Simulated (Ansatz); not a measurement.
`B[C@@H](F)[Si@@H](N)F` + `CN[SiH2]N` → `BN[SiH2]NC` + `N[SiH](F)CF`  (ligand exchange at a B–C bond)

Computed with Ansatz on PBE0-D4/def2-TZVP structures; ΔE is electronic, products minus reactants. CCSD(T)/CBS is the MP2 limit (def2-TZVPP, def2-QZVPP) plus CCSD(T) − MP2 in def2-TZVPP, frozen cores. DFT in def2-TZVPP. B3LYP here is the variant with VWN-RPA as its local correlation; programs differ in this. Each species was taken in one conformer, which may not be the lowest.

| level | ΔE (kcal/mol) | difference from CCSD(T)/CBS |
| --- | --- | --- |
| ωB97M-V | -28.2 | 0.8 |
| B3LYP | -29.2 | -0.2 |
| HF/def2-TZVPP | -30.1 | -1.1 |
| MP2/def2-TZVPP | -29.8 | -0.8 |
| CCSD(T)/def2-TZVPP | -29.6 | -0.6 |
| HF/def2-QZVPP | -30.1 | -1.1 |
| MP2/def2-QZVPP | -29.5 | -0.5 |
| HF/CBS(def2) | -30.1 | -1.1 |
| MP2/CBS(def2) | -29.2 | -0.2 |
| CCSD/CBS(def2) | -28.9 | 0.1 |
| CCSD(T)/CBS | -29.0 | 0 |

Largest T1 diagnostic among the species: 0.012.
